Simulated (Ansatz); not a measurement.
gallium atom (Ga), doublet; HF/6-31G (Ansatz, an electronic-structure program).

Ansatz was given this input:
Ansatz 0.2 input:
```yaml
crystal:
  periodic: [false, false, false]
  atoms:
    - {symbol: Ga, position_ang: [0.00000000, 0.00000000, 0.00000000]}
basis:
  gaussian:
    orbitals: 6-31G
hamiltonian:
  xc: hf
magnetization: {spin_polarized: true, initial_magnetization: 1}
scf: {lower_state_search: light}
```

Q: What does Ansatz print? Leave out banner, timings and long lists.

A: 
```
Functional definition: HF
198 factors; integrals over basis functions are off by at most 1.6e-4 eV
mean field evaluation 1: about -52324.5399 eV, gradient 2.3e0 eV
mean field evaluation 2: about -52324.5399 eV, gradient 2.3e0 eV
mean field evaluation 4: about -52324.6567 eV, gradient 1.6e-1 eV
mean field evaluation 8: about -52324.6568 eV, gradient 2.8e-5 eV
mean field evaluation 16: about -52324.6378 eV, gradient 9.0e-1 eV
mean field -52324.65678839 eV, -1922.8956700471 hartree, gradient 2.8e-5 eV, S^2 0.750400; 3 other end points of the search recorded, 0 dependent functions left out
reference -52324.65678839 eV, -1922.8956700471 hartree; 16, 15 occupied and 13, 14 virtual orbitals, 198 factors
Total energy: -52324.65678839 eV, -1922.8956700471 hartree
```
